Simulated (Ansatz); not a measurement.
Mulliken charges of `OB(O)[S][GeH3]` from PBE/def2-TZVPP in Ansatz (PBE0-D4/def2-TZVP geometry).

```tsv
atom	x (Å)	y (Å)	z (Å)	charge (e)
O1	0.281	-0.156	-1.770	-0.245
B2	0.563	-1.029	-0.772	0.240
O3	1.339	-2.094	-1.100	-0.230
S4	-0.046	-0.903	0.970	-0.315
Ge5	-0.693	1.212	1.121	0.152
H6	-0.357	0.523	-1.541	0.193
H7	1.566	-2.651	-0.354	0.197
H8	-1.406	1.619	-0.188	-0.020
H9	-1.676	1.292	2.292	0.017
H10	0.512	2.135	1.345	0.010
```

Q: By hand: the dipole of these point charges (1 e Å = 4.8032 D).

A: Σ q r = (-0.088, 0.331, 0.055) e Å, of length 0.347 e Å = 1.67 D.

Q: How does the dipole of the full density compare? (An estimate is asked.)

A: Computed: (-0.163, 0.247, 0.324) e Å, 2.11 D; the point charges give 0.79 times that, at 42° from its direction.

Point charges leave out the atoms' own dipoles, such as those of lone pairs, and Mulliken's split depends on the basis, so the two needn't agree.
